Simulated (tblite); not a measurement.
Species: C6H9F2O (doublet state).
Bonds: C1–C2 (double), C2–C3, C2–O4, O4–C5, C5–C6, C6–F7, C6–C8, C8–F9. Hydrogens: H10, H11 on C1; H12, H13, H14 on C3; H15, H16 on C5; H17, H18 on C8.
Bond orders are those of one Lewis drawing.

Computed with GFN2-xTB (tblite), gas phase: L-BFGS steps from a force-field or distance-geometry start until the largest atomic force falls under 0.01 eV/Å.

Step 2: E = -839.8382 eV
```
atom  x, y, z in Å  |  force x, y, z in eV/Å
C1     -1.9192    1.3425   -0.3935    0.084   0.030  -0.044
C2     -1.5068    0.1535    0.0255   -0.078  -0.014   0.112
C3     -2.4329   -0.8262    0.7050    0.168   0.019  -0.013
O4     -0.2319   -0.3470   -0.0794   -0.109   0.097   0.043
C5      0.7743    0.4602   -0.7030   -0.188  -0.039  -0.033
C6      2.0520   -0.2804   -0.6866   -0.141   0.035   0.080
F7      2.6231   -0.6544   -1.8497   -0.081   0.059   0.149
C8      2.7233   -0.6131    0.5779    0.070  -0.016   0.098
F9      3.0146    0.5542    1.2878   -0.015  -0.169  -0.010
H10    -1.2826    2.0622   -0.8756    0.019  -0.021   0.001
H11    -2.9431    1.6385   -0.2619    0.021  -0.027   0.008
H12    -2.0756   -1.0569    1.7085    0.102  -0.021  -0.094
H13    -3.4372   -0.4227    0.7939    0.067   0.094  -0.101
H14    -2.4787   -1.7518    0.1346    0.070  -0.013   0.026
H15     0.8887    1.4093   -0.1433   -0.105  -0.161  -0.010
H16     0.4852    0.6836   -1.7311   -0.044   0.059  -0.174
H17     2.0738   -1.2091    1.2356   -0.027   0.117   0.047
H18     3.6643   -1.1362    0.4236    0.188  -0.031  -0.086
```

Step 3: E = -839.8469 eV
```
atom  x, y, z in Å  |  force x, y, z in eV/Å
C1     -1.9181    1.3436   -0.3947    0.063  -0.057   0.011
C2     -1.5101    0.1548    0.0291    0.014   0.061   0.012
C3     -2.4303   -0.8259    0.7045    0.105   0.011  -0.004
O4     -0.2375   -0.3446   -0.0765    0.018   0.049  -0.019
C5      0.7700    0.4586   -0.7063   -0.218  -0.014   0.010
C6      2.0479   -0.2791   -0.6826   -0.121  -0.003   0.058
F7      2.6196   -0.6519   -1.8429   -0.032   0.027   0.022
C8      2.7248   -0.6177    0.5758    0.084   0.085   0.200
F9      3.0147    0.5523    1.2899    0.002  -0.209  -0.043
H10    -1.2825    2.0610   -0.8753    0.074   0.031  -0.035
H11    -2.9394    1.6366   -0.2619   -0.088   0.027   0.010
H12    -2.0722   -1.0575    1.7049    0.111  -0.027  -0.014
H13    -3.4318   -0.4205    0.7901   -0.016   0.094  -0.067
H14    -2.4763   -1.7513    0.1362    0.072  -0.044  -0.017
H15     0.8854    1.4043   -0.1431   -0.112  -0.107  -0.020
H16     0.4835    0.6861   -1.7376   -0.027   0.008  -0.067
H17     2.0723   -1.2051    1.2376    0.004   0.063   0.040
H18     3.6712   -1.1373    0.4210    0.066   0.005  -0.079
```

Step 4: E = -839.8523 eV
```
atom  x, y, z in Å  |  force x, y, z in eV/Å
C1     -1.9165    1.3429   -0.3950   -0.038   0.127  -0.035
C2     -1.5122    0.1576    0.0315    0.115  -0.095   0.014
C3     -2.4274   -0.8256    0.7040    0.038   0.014  -0.003
O4     -0.2412   -0.3424   -0.0747    0.051  -0.003  -0.051
C5      0.7631    0.4572   -0.7089   -0.130  -0.015   0.025
C6      2.0430   -0.2784   -0.6784   -0.077  -0.038   0.033
F7      2.6164   -0.6496   -1.8376   -0.014   0.014  -0.033
C8      2.7273   -0.6200    0.5771    0.042   0.096   0.155
F9      3.0150    0.5479    1.2910    0.043  -0.141  -0.010
H10    -1.2809    2.0608   -0.8757    0.066   0.020  -0.027
H11    -2.9381    1.6356   -0.2617   -0.086   0.042   0.002
H12    -2.0676   -1.0585    1.7023    0.104  -0.022   0.029
H13    -3.4277   -0.4174    0.7861   -0.040   0.067  -0.035
H14    -2.4732   -1.7517    0.1372    0.073  -0.039  -0.038
H15     0.8809    1.3990   -0.1432   -0.116  -0.030  -0.016
H16     0.4818    0.6880   -1.7433   -0.023  -0.032   0.010
H17     2.0713   -1.2012    1.2398    0.028   0.003   0.045
H18     3.6770   -1.1378    0.4178   -0.036   0.031  -0.065
```

Step 5: E = -839.8553 eV
```
atom  x, y, z in Å  |  force x, y, z in eV/Å
C1     -1.9164    1.3454   -0.3961    0.006  -0.085   0.053
C2     -1.5114    0.1574    0.0334    0.017   0.141  -0.093
C3     -2.4251   -0.8252    0.7036   -0.012  -0.015   0.014
O4     -0.2428   -0.3412   -0.0743    0.064  -0.079  -0.049
C5      0.7568    0.4559   -0.7102   -0.011  -0.013   0.014
C6      2.0385   -0.2786   -0.6751   -0.032  -0.055   0.014
F7      2.6140   -0.6479   -1.8346   -0.016   0.014  -0.032
C8      2.7295   -0.6201    0.5801   -0.018   0.043   0.045
F9      3.0162    0.5429    1.2918    0.081  -0.029   0.048
H10    -1.2789    2.0608   -0.8763    0.063   0.037  -0.033
H11    -2.9385    1.6357   -0.2616   -0.078   0.055  -0.005
H12    -2.0628   -1.0596    1.7011    0.076  -0.012   0.029
H13    -3.4255   -0.4143    0.7829   -0.016   0.033  -0.014
H14    -2.4699   -1.7525    0.1372    0.065  -0.013  -0.033
H15     0.8759    1.3952   -0.1435   -0.114   0.032  -0.008
H16     0.4802    0.6887   -1.7468   -0.027  -0.054   0.050
H17     2.0712   -1.1987    1.2422    0.043  -0.040   0.051
H18     3.6801   -1.1376    0.4145   -0.091   0.042  -0.049
```

**Question.** Estimate the geometry and energy of step 6. (The exact step hangs on the optimiser's Hessian estimate; all steps are aligned on step 5, rigid shifts and turns removed.)

**Answer.** E = -839.8573 eV, largest force 0.135 eV/Å
```
atom  x, y, z in Å  |  force x, y, z in eV/Å
C1     -1.9161    1.3454   -0.3958   -0.034   0.075  -0.009
C2     -1.5107    0.1594    0.0328    0.024  -0.027  -0.028
C3     -2.4240   -0.8253    0.7037   -0.010   0.005   0.001
O4     -0.2425   -0.3420   -0.0751   -0.010  -0.072  -0.039
C5      0.7535    0.4551   -0.7105    0.063  -0.014   0.006
C6      2.0358   -0.2798   -0.6733   -0.004  -0.047   0.009
F7      2.6126   -0.6468   -1.8337   -0.021   0.017  -0.009
C8      2.7302   -0.6192    0.5826   -0.057  -0.013  -0.037
F9      3.0181    0.5398    1.2930    0.095   0.048   0.083
H10    -1.2768    2.0615   -0.8772    0.013   0.000  -0.004
H11    -2.9402    1.6367   -0.2617   -0.006   0.036  -0.013
H12    -2.0591   -1.0603    1.7010    0.051   0.002   0.005
H13    -3.4249   -0.4121    0.7811    0.018  -0.001  -0.001
H14    -2.4671   -1.7532    0.1365    0.059   0.015  -0.020
H15     0.8715    1.3939   -0.1438   -0.104   0.054  -0.003
H16     0.4790    0.6880   -1.7476   -0.030  -0.058   0.049
H17     2.0719   -1.1982    1.2442    0.047  -0.053   0.053
H18     3.6800   -1.1368    0.4121   -0.093   0.034  -0.041
```

The energy changes by -0.0020 eV. The first-order estimate −F·Δx gives -0.0029 eV and the mean of the old and new forces, exact on a quadratic surface, -0.0020 eV. The step makes an angle of 48° with the force vector and moves no atom by more than 0.005 Å.

The cost below is that of the whole relaxation. On one thread of an Intel Xeon Platinum 8259CL at 2.50 GHz (shared host), this took 0.78 s.
